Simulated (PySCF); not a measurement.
A structure optimised at r2SCAN-D4/def2-SVP, used in a PySCF frequency run:

```xyz
11

C      0.0000     0.0000     2.8969
C      0.0000     0.0000     1.6726
B      0.0000     0.0000     0.1682
C      0.0000     1.0619    -1.0015
O      0.0000     0.0000    -1.9836
C      0.0000    -1.0619    -1.0015
H      0.0000     0.0000     3.9728
H     -0.8919     1.7155    -1.0860
H      0.8919     1.7155    -1.0860
H      0.8919    -1.7155    -1.0860
H     -0.8919    -1.7155    -1.0860
```

Question: Write its SMILES, formula and point group.

Answer: C#CB1COC1, C4H5BO, C2v

Question: What are its rotational constants (standard atomic weights)?

Answer: 11.987, 2.0576, 1.7962 GHz
